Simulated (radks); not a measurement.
The indium ion In7+ is in [Kr] 4d6. Method: scalar-relativistic Kohn-Sham, BLYP, spin-polarised, spherical densities, finite nucleus; Fermi nuclear charge, rms radius of each element as measured or else 0.836 A^(1/3) + 0.57 fm; computed with a radial shooting solver on a logarithmic mesh with Libxc functionals. Open shells are filled with parallel spins first. One electron is removed from 4d, 3d, 4s, 4p in turn, with full relaxation. Which removal costs least, and what does each cost?

Answer. 4d 130.73 eV; 4p 195.62 eV; 4s 239.16 eV; 3d 573.88 eV. The 4d electron leaves first.
